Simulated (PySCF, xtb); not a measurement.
GeFCl₂Br, SMILES [Cl][Ge]([Br])([F])[Cl].

GFN2-xTB (xtb 6.7.1) at its own geometry gives an orbital gap of 4.53 eV and a dipole moment of 4.15 D.

Geometry optimised at PBE-D3(BJ)/def2-SVP.

### Question
What does CAM-B3LYP/def2-TZVP run with PySCF give? (The exact figures need the calculation; the answer reports its results.)

### Answer
gap 9.05 eV (levels -10.70 and -1.65 eV), dipole 1.15 D.
